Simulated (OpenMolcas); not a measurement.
An OpenMolcas run meant for Fe II (ANO-L-VQZP, non-relativistic; inactive shells 1s 2s 2p 3s 3p; intended active space 7 electrons in 6 orbitals (3d 4s)). One step of its input:

```
&CASPT2
Multistate=6 1 2 3 4 5 6
Frozen=2 3
IPEA=0.25
Imaginary=5.0
MaxIter=60
WThr=0.0 0.3 0.05
PrWF=0.5
NoMix
```

The run finished. Its levels beside those of a sound run (MS-CASPT2, IPEA 0.25 Eh, imaginary shift 0.1 Eh (closed shells correlated: 3s 3p)), in cm⁻¹ above each run's lowest level:

| Level | This run | Usual run |
| --- | --- | --- |
| 3d⁶ 4s ⁶D_9/2 | 0.0 | 0.0 |
| 3d⁶ 4s ⁶D_7/2 | 398 | 398 |
| 3d⁶ 4s ⁶D_5/2 | 693 | 693 |
| 3d⁶ 4s ⁶D_3/2 | 896 | 895 |
| 3d⁶ 4s ⁶D_1/2 | 1015 | 1013 |
| 3d⁶ 4s ⁴D_7/2 | 8653 | 5449 |
| 3d⁶ 4s ⁴D_5/2 | 9107 | 5903 |
| 3d⁶ 4s ⁴D_3/2 | 9409 | 6204 |
| 3d⁶ 4s ⁴D_1/2 | 9582 | 6376 |
| 3d⁶ 4s ⁴P_5/2 | 22193 | 19674 |
| 3d⁶ 4s ⁴P_3/2 | 23191 | 20660 |
| 3d⁶ 4s ⁴H_13/2 | 21813 | 20720 |
| 3d⁶ 4s ⁴H_11/2 | 21969 | 20871 |
| 3d⁶ 4s ⁴H_9/2 | 22104 | 21002 |

Which setting is unsound, and how much does it matter here?

The level shift is far above the usual 0.1 to 0.3 hartree and damps the second-order energy. Against the sound run the excited levels shown move by 1600 cm-1 on average and by 3200 cm-1 at most.

CASPT2 breaks the degeneracy within a term, and the mean is taken; among the terms shown or strongly mixed into the levels shown the widest spread is 270 cm-1 (3d⁶ 4s ⁴H, the sound run). Over all roots computed the reference weight is 0.87 to 0.93 in the sound run; the roots of lowest weight are the least certain, and an intruder state may touch them. No level of 3d⁷ was computed, though it lies in the active space. Only configurations of the active space appear.
